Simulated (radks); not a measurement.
Neutral ytterbium inside a hard spherical wall (all orbitals vanish at R), configuration held at [Xe] 4f14 6s2 and not refilled when levels cross. All-electron calculation, scalar-relativistic Kohn-Sham, PBE, spin-polarised, spherical densities, point nucleus. Program: a radial shooting solver on a logarithmic mesh with Libxc functionals. Eigenvalues in eV for spin up, with the zero of energy where the potential of the charges vanishes at infinity; a dash marks a level that is unbound or too diffuse for the functional's potential to be trusted. A positive occupied level is held by the wall or, in an anion where self-interaction has pushed it up, behind a barrier. The pressure on the wall is -dE/dV.

R (bohr) = free: E (hartree) -14059.8048; kinetic (hartree) 15324.140; e(5s) -54.929; e(5p) -27.426; e(6s) -3.920; e(4f) -3.018; e(6p, empty) -; e(5d, empty) -; pressure (GPa) 0
R (bohr) = 15: E (hartree) -14059.8048; kinetic (hartree) 15324.140; e(5s) -54.927; e(5p) -27.424; e(6s) -3.919; e(4f) -3.016; e(6p, empty) -1.090; e(5d, empty) -0.661; pressure (GPa) 0.000124
R (bohr) = 12: E (hartree) -14059.8045; kinetic (hartree) 15324.143; e(5s) -54.903; e(5p) -27.400; e(6s) -3.901; e(4f) -2.992; e(6p, empty) -1.006; e(5d, empty) -0.620; pressure (GPa) 0.00430
R (bohr) = 10: E (hartree) -14059.8028; kinetic (hartree) 15324.158; e(5s) -54.794; e(5p) -27.293; e(6s) -3.815; e(4f) -2.886; e(6p, empty) -0.767; e(5d, empty) -0.489; pressure (GPa) 0.0449
R (bohr) = 8: E (hartree) -14059.7912; kinetic (hartree) 15324.234; e(5s) -54.347; e(5p) -26.852; e(6s) -3.414; e(4f) -2.450; e(6p, empty) 0.065; e(5d, empty) -0.006; pressure (GPa) 0.474
R (bohr) = 7: E (hartree) -14059.7696; kinetic (hartree) 15324.349; e(5s) -53.803; e(5p) -26.318; e(6s) -2.839; e(4f) -1.915; e(6p, empty) 1.113; e(5d, empty) 0.581; pressure (GPa) 1.60
R (bohr) = 6: E (hartree) -14059.7130; kinetic (hartree) 15324.603; e(5s) -52.836; e(5p) -25.382; e(6s) -1.599; e(4f) -0.956; e(6p, empty) 3.217; e(5d, empty) 1.669; pressure (GPa) 5.77
R (bohr) = 5: E (hartree) -14059.5574; kinetic (hartree) 15325.214; e(5s) -51.125; e(5p) -23.753; e(6s) 1.269; e(4f) 0.788; e(6p, empty) 7.768; e(5d, empty) 3.757; pressure (GPa) 23.8
R (bohr) = 3.5: E (hartree) -14058.4143; kinetic (hartree) 15329.503; e(5s) -44.505; e(5p) -17.456; e(6s) 17.808; e(4f) 8.131; e(6p, empty) 31.091; e(5d, empty) 12.954; pressure (GPa) 356
R (bohr) = 3: E (hartree) -14056.9453; kinetic (hartree) 15335.022; e(5s) -38.815; e(5p) -11.651; e(6s) 35.453; e(4f) 14.923; e(6p, empty) 53.640; e(5d, empty) 21.518; pressure (GPa) 1150
R (bohr) = 2.5: E (hartree) -14053.1647; kinetic (hartree) 15348.707; e(5s) -27.587; e(5p) 0.759; e(6s) 73.997; e(4f) 28.458; e(6p, empty) 99.709; e(5d, empty) 39.211; pressure (GPa) 4540
